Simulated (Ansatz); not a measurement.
Si₂O₃, relaxed as a singlet with RKS PBE-D4/def2-SVP in Ansatz, starting from the GFN2-xTB geometry. Force threshold 0.02 eV/Å.

The structure comes from a short search, and lower isomers may exist.

Start:

```xyz
5

Si   -2.4910   -0.3322   -0.1755
Si    1.0373    0.0817    0.0388
O     1.2021   -1.1761   -0.7650
O     1.3170    1.3252    0.8290
O    -1.0654    0.1013    0.0727
```

| step | energy (eV) | largest force component (eV/Å) | SCF passes |
| --- | --- | --- | --- |
| 1 | -21872.7239 | 2.384 | 19 |
| 2 | -21872.8742 | 1.208 | 21 |
| 3 | -21872.9564 | 0.581 | 21 |
| 4 | -21873.0133 | 0.222 | 28 |
| 5 | -21873.0192 | 0.070 | 27 |
| 6 | -21873.0204 | 0.012 | 22 |

Force components are those of the run's own axes.

End:

```xyz
5

Si   -2.5154   -0.1428   -0.0568
Si    0.9141    0.0513    0.0207
O     1.3616   -1.2002   -0.7815
O     1.1920    1.3405    0.8395
O    -0.9524   -0.0487   -0.0219
```

By distances, no bond broke or formed. The bond that changes most is Si2–O5, from 2.10 to 1.87 Å (atoms count from 1). The end is the same structure that another start reached, the lowest one found.

No frequencies were taken in this run, so the end may be a saddle point.

Hardware: 4 threads of Arm Neoverse V1 on a shared host. Wall time 2.7 s.
